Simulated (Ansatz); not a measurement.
Spectroscopic constants of AsSe, multiplicity 4 (an upper state: multiplicity 2 came lower at CCSD(T)/def2-TZVPP on PBE0 minima). No spin–orbit coupling. As is treated without relativity. Se is treated without relativity.

The constants come from a fifth-degree fit in 1/R (seven points, main isotopes). In def2 and cc sets the state is the lowest found near the PBE0 minimum, followed along R.

Correlated levels freeze the inner cores; with def2 sets outer-core shells near the valence are correlated too.

Programs: Ansatz (a program for electronic structure). Each number belongs to the level named beside it.

| level | r_e (Å) | ω_e (cm⁻¹) | ω_e x_e (cm⁻¹) | dipole (D) |
|---|---|---|---|---|
| PBE/def2-TZVPP | 2.419 | ___ | 0.71 | 0.19 |
| PBE0/def2-TZVPP | 2.392 | 288 | 0.69 | 0.33 |
| wB97X-V/def2-TZVPP | 2.379 | 297 | 0.67 | 0.42 |
| CCSD/def2-TZVPP | 2.395 | 287 | 0.81 | - |
| CCSD(T)/def2-TZVPP | ___ | ___ | 0.86 | - |

Some entries are withheld; supply them.


- CCSD(T)/def2-TZVPP, r_e (Å): 2.402
- CCSD(T)/def2-TZVPP, ω_e (cm⁻¹): 282
- PBE/def2-TZVPP, ω_e (cm⁻¹): 274
